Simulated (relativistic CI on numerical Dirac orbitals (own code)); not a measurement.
Spin-allowed bands of a d8 ion in a tetrahedral site, by hand

Problem. Take Δ = 3600 cm⁻¹ and B = 740 cm⁻¹ for a d8 ion in a tetrahedral site. Calculate the three spin-allowed bands.

Working.
1. The terms of highest spin are 3F (energy 0) and 3P (15B = 11100 cm⁻¹). Here the F term splits into A2 at +1.2Δ = 4320, T2 at +0.2Δ = 720 and T1 at −0.6Δ = -2160 cm⁻¹.
2. The two T1 states mix through the element 0.4Δ: H = [[-2160, 1440], [1440, 11100]], with roots ½(H₁₁ + H₂₂) ∓ ½√[(H₂₂ − H₁₁)² + 4H₁₂²] = ½(8940) ∓ ½(13569) = -2315 and 11255 cm⁻¹.
3. The ground term is 3T1 at -2315 cm⁻¹.
4. Bands: 3T2 3035 cm⁻¹ (3295 nm), 3A2 6635 cm⁻¹ (1507 nm), 3T1(P) 13569 cm⁻¹ (737 nm).

Check. Exact diagonalisation of the whole d8 shell with these parameters gives 3T2 3035, 3A2 6635, 3T1 13569 cm⁻¹. The match is exact, since without spin-orbit coupling no other term has this spin. The ratio of the second band to the first, 2.186, depends on Δ/B = 4.9 alone, which is how a Tanabe-Sugano diagram is read.
